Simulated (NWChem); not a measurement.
Molecule: disulfane (H$_{2}$S$_{2}$); SMILES SS

```xyz
4

S      0.0352    -1.0357     0.0553
S     -0.0352     1.0357     0.0553
H     -0.9144    -1.2637    -0.8848
H      0.9144     1.2637    -0.8848
```
Atoms are numbered in this order, from 1.

Geometry: optimised at PBE0/def2-SVP.

Symmetry labels are those of C2 in the frame above (b1 and b2, or b-type labels, depend on it).

List the 4 lowest vertical singlet excitations from PBE/6-31G* (spherical d), TDA (NWChem).


```
state  energy (eV)  oscillator strength  symmetry  leading excitation (squared amplitude)
-----  -----------  -------------------  --------  --------------------------------------
S1            4.59                0.000         a                      HOMO → LUMO (0.99)
S2            4.66                0.013         b                    HOMO−1 → LUMO (0.98)
S3            6.54                0.007         a                  HOMO−1 → LUMO+2 (0.80)
S4            6.56                0.025         b                    HOMO → LUMO+2 (0.73)
```
